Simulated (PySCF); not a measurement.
C₃H₅ClOSi, SMILES Cl[Si@@H]1CC=CO1. Geometry optimised at PBE-D3(BJ)/def2-SVP. The structure was generated by enumeration; whether it is a known compound was not checked. Other conformers were not sampled.

Level of theory: PBE-D3(BJ)/def2-SVP in PySCF 2.14.0.

Harmonic wavenumbers (cm⁻¹): 84, 175, 243, 419, 454, 542, 639, 676, 702, 727, 745, 831, 839, 892, 940, 1025, 1060, 1141, 1175, 1310, 1350, 1629, 2223, 2969, 3027, 3131, 3152. Rotational constants (GHz): 4.698, 1.660, 1.476; symmetry number 1.

### Question
Work out the zero-point energy and the ideal-gas rigid-rotor harmonic-oscillator thermochemistry at 298.15 K and 1 atm.

### Answer
ZPE = ½ Σ hcν = ½ × 32102 cm⁻¹ = 192.01 kJ/mol. H − E(el) = 211.24 kJ/mol. Entropy in J/(mol K): translation 168.52, rotation 116.00, vibration 53.11, total 337.63. G − E(el) = 110.58 kJ/mol. Cp = 105.74 J/(mol K). Modes under 150 cm⁻¹ make the vibrational entropy uncertain.
